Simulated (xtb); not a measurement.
xtb input (GFN2-xTB):

```bash
xtb mol.xyz --gfn 2 --ohess tight --chrg 0 --uhf 0
```
mol.xyz:
```
6

C      1.20282667     0.87825645     0.36581036
C      0.25697229     0.15170412     0.04953853
C     -0.88322197    -0.65741617    -0.25579004
O     -1.42101360    -0.63575710    -1.32722549
H      2.05142066     1.48712593     0.52140176
H     -1.23564368    -1.31631199     0.60755711
```

End of the output:

```
   ------------------------------------------------------------------------

         :::::::::::::::::::::::::::::::::::::::::::::::::::::
         ::                  THERMODYNAMIC                  ::
         :::::::::::::::::::::::::::::::::::::::::::::::::::::
         :: total free energy         -11.386195724495 Eh   ::
         ::.................................................::
         :: total energy              -11.395946556751 Eh   ::
         :: zero point energy           0.035792437877 Eh   ::
         :: G(RRHO) w/o ZPVE           -0.026041605621 Eh   ::
         :: G(RRHO) contrib.            0.009750832256 Eh   ::
         :::::::::::::::::::::::::::::::::::::::::::::::::::::

optimized geometry written to: xtbopt.xyz

           -------------------------------------------------
          | TOTAL ENERGY              -11.395946556751 Eh   |
          | TOTAL ENTHALPY            -11.354801603052 Eh   |
          | TOTAL FREE ENERGY         -11.386195724495 Eh   |
          | GRADIENT NORM               0.000402034405 Eh/α |
          | HOMO-LUMO GAP               3.234131644567 eV   |
           -------------------------------------------------

------------------------------------------------------------------------
------------------------------------------------------------------------
 total:
 SCF:
 ANC optimizer:
 analytical hessian:
Note: The following floating-point exceptions are signalling: IEEE_UNDERFLOW_FLAG IEEE_DENORMAL
normal termination of xtb
```
